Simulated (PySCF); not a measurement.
# Bonding in `CC1=C(C)[PH2+]C=C1`

Compound: C6H10P (charge +1).
Numbering: `[CH3:1][C:2]1=[C:3]([CH3:4])[PH2+:5][CH:6]=[CH:7]1` (hydrogens: H8, H9, H10 on C1; H11, H12, H13 on C4; H14, H15 on P5; H16 on C6; H17 on C7)

Cartesian coordinates in Å at the GFN2-xTB level; atoms count from 1:
```
atom  x, y, z in Å
C1     2.0824   -0.1799   -0.2445
C2     0.6264   -0.3885   -0.0823
C3    -0.3047    0.5928    0.0578
C4    -0.1054    2.0701    0.0986
P5    -1.9097   -0.2032    0.1927
C6    -1.2542   -1.8592    0.0768
C7     0.0792   -1.7498   -0.0653
H8     2.4308   -0.6920   -1.1410
H9     2.6174   -0.6147    0.6000
H10    2.3340    0.8730   -0.3160
H11    0.5948    2.3404    0.8886
H12   -1.0442    2.5880    0.2793
H13    0.3098    2.4301   -0.8427
H14   -2.7833    0.1110   -0.8223
H15   -2.5839    0.0546    1.3635
H16   -1.8354   -2.7636    0.1085
H17    0.7391   -2.5972   -0.1614
```

Bond orders from the PBE0/pcSseg-1 density (PySCF). Geometry: GFN2-xTB; no solvent, vibrations or thermal averaging.

Q: How far do the computed orders between heavy atoms stray from the drawn ones?

A: The largest departure is 0.317, at C2–C3 (drawn double, 1.683). Drawn double or triple, more than 0.30 short of the drawn order: C2–C3 (1.683). The SMILES, with its formal charges, is one Lewis structure only.

Q: Give the Mayer order of every bond, beside its length.

A: 
```tsv
bond	drawn as	length (Å)	Mayer order
C1–C2	single	1.480	1.117
C2–C3	double	1.360	1.683
C3–C4	single	1.491	1.081
C3–P5	single	1.797	0.985
P5–C6	single	1.785	0.995
C6–C7	double	1.345	1.773
C7–C2	single	1.467	1.054
C1–H8	single	1.090	0.921
C1–H9	single	1.090	0.918
C1–H10	single	1.085	0.936
C4–H11	single	1.090	0.934
C4–H12	single	1.087	0.933
C4–H13	single	1.090	0.932
P5–H14	single	1.375	0.910
P5–H15	single	1.375	0.910
C6–H16	single	1.076	0.937
C7–H17	single	1.078	0.970
```

Bonds between the same two heavy elements. C–C: lowest C7–C2 (1.054, 1.467 Å), highest C6–C7 (1.773, 1.345 Å); in 2 of the 10 pairs the longer bond (by over 0.003 Å) has the higher order (by 0.02 or more). C–P: all 2 within 0.02 of one another (0.985 to 0.995).

Q: Sum the orders of all bonds at each heavy atom with more than one neighbour and set the sums beside the valence in the SMILES.

A: C1 3.892 (drawn 4), C2 3.854 (drawn 4), C3 3.749 (drawn 4), C4 3.880 (drawn 4), P5 3.800 (drawn 4), C6 3.705 (drawn 4), C7 3.797 (drawn 4). Orders between atoms that aren't bonded are not in these sums.

The Mayer order sums products of elements of PS (density times overlap matrix) between the two atoms' basis functions, so it depends on the basis set.
